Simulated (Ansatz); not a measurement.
One change: `CCCCCCCC(C)=O` becomes `CCCCC(C)=O`.

Ansatz, PBE0-D4/def2-TZVP geometries, multiplicity 1. Each molecule was computed in one conformer, which needn't be the lowest.

```
                                        property  `CCCCCCCC(C)=O`
               HOMO energy (PBE/def2-TZVPP) / eV            -5.48
             HOMO energy (B3LYP/def2-TZVPP) / eV            -6.85
           LUMO energy (ωB97M-V/def2-TZVPP) / eV             1.87
             LUMO energy (B3LYP/def2-TZVPP) / eV            -0.63
              LUMO energy (PBE0/def2-TZVPP) / eV            -0.35
size of the dipole moment (B3LYP/def2-TZVPP) / D             2.78
```

(1) What does the change do to each property? (Estimate.)

Answers

(1) The calculation gave: 
```tsv
property	`CCCCC(C)=O`	shift
HOMO energy (PBE/def2-TZVPP) / eV	-5.58	-0.10
HOMO energy (B3LYP/def2-TZVPP) / eV	-6.93	-0.08
LUMO energy (ωB97M-V/def2-TZVPP) / eV	1.95	0.08
LUMO energy (B3LYP/def2-TZVPP) / eV	-0.58	0.05
LUMO energy (PBE0/def2-TZVPP) / eV	-0.30	0.05
size of the dipole moment (B3LYP/def2-TZVPP) / D	2.73	-0.05
```

With PBE0 the HOMO falls by 0.09 eV and the LUMO rises by 0.05 eV, so the gap widens by about 0.14 eV. PBE moves the HOMO by -0.10 eV and ωB97M-V by -0.09 eV. Dipoles are sizes alone; their direction can turn.

Positive LUMOs are unbound, so they and the gaps depend on the basis.

B3LYP here is the variant with VWN-RPA as its local correlation; programs differ in this.
